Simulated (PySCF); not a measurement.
Molecule: sum formula SiN3H6Br, net charge 0, singlet state. SMILES: N[Si](N)(N)Br
Geometry from a B3LYP-D3(BJ)/def2-TZVP (Ansatz) optimisation:
```
Si
N 1 1.7001
H 2 1.0073 1 120.09
H 2 1.0073 3 112.21 1 -149.59
N 1 1.7074 2 105.41 3 172.51
H 5 1.0062 1 121.10 2 154.49
H 5 1.0078 6 112.49 1 -153.83
N 1 1.7074 2 105.41 3 40.28
H 8 1.0062 1 121.10 2 -154.49
H 8 1.0078 9 112.49 1 153.83
Br 1 2.2645 2 118.19 3 -73.60
```

Dispersion corrections to the total energy (kcal/mol) from the dftd3 and dftd4 libraries through PySCF: D3(BJ) without and D4 with the three-body term, each with the damping fitted for the functional named.

```
functional  D3(BJ)      D4
----------  ------  ------
HF          -47.38  -22.42
B3LYP            ?  -10.91
CAM-B3LYP        ?   -5.84
BP86        -11.03   -9.22
r2SCAN       -1.86   -1.62
BHLYP        -9.49   -8.63
LC-wPBE          ?   -7.54
```

Problem. Some entries are withheld; supply them.

Solution. 
- B3LYP, D3(BJ): -11.61
- CAM-B3LYP, D3(BJ): -5.51
- LC-wPBE, D3(BJ): -6.47
